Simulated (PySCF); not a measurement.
# Telling isomers of C8H9N apart by NMR

PySCF calculation with geometry from GFN2-xTB and shieldings: GIAO PBE0/pcSseg-1; one computed conformer, rapidly exchanging positions averaged, no solvent, non-relativistic.

δ = σ(ref) − σ, references computed at the same level: 1H (σ = 31.72 ppm), 13C (σ = 186.93 ppm) against TMS. Where no couplings were computed, multiplicities follow the n + 1 count of equivalent neighbours, and m marks all less simple cases (inequivalent or close neighbours, rings, F or P nearby). Shifts are as computed. Against solution values, carbons near 30 ppm lie about +3 ppm off and those near 130 ppm about +5 ppm. Of 1211 compounds with measured shifts, 218 miss one by over three times the rms of a fit or turn the order of signals round; such compounds aren't used in these exercises.

(1) Tabulate the signals of `C=C(C)c1ccccn1`, `C=Nc1cccc(C)c1` and their relative energies.

(2) What is the quickest way to tell C=C(C)c1ccccn1 from C=Nc1cccc(C)c1?

## Answers

(1) 
```json
{"SMILES": "C=C(C)c1ccccn1", "carbon types": "2×C 4×CH 1×CH2 1×CH3", "δC": "161.4, 154.7, 153.6, 141.4, 126.7, 123.1, 118.7, 25.3", "δH": "8.93 (d, 1H), 8.08 (d, 1H), 7.91 (m, 1H), 7.25 (m, 1H), 6.18 (br s, 1H), 5.80 (br s, 1H), 2.41 (s, 3H)", "E rel. (kcal/mol)": "0.0"}
{"SMILES": "C=Nc1cccc(C)c1", "carbon types": "2×C 4×CH 1×CH2 1×CH3", "δC": "157.4, 153.8, 144.3, 134.8, 131.7, 130.3, 117.3, 24.1", "δH": "7.71 (d, 1H), 7.51 (m, 1H), 7.40 (d, 1H), 7.37 (s, 1H), 7.29 (d, 1H), 6.68 (d, 1H), 2.54 (s, 3H)", "E rel. (kcal/mol)": "1.9"}
```

Energies are electronic energies at PBE0/pcSseg-1 on these geometries, without zero-point or thermal terms, each for the one conformer computed, which needn't be the lowest.

(2) Both give the same number of carbon signals, with the same numbers of each carbon type, so the positions decide. The first has a terminal =CH2 carbon at 118.7 ppm, the second a C=N carbon (CH2) at 153.8 ppm. Their most deshielded carbons lie at 161.4 and 157.4 ppm. In the proton spectra the most deshielded non-exchanging signals are 8.93 (d, 1H) and 7.71 (d, 1H).
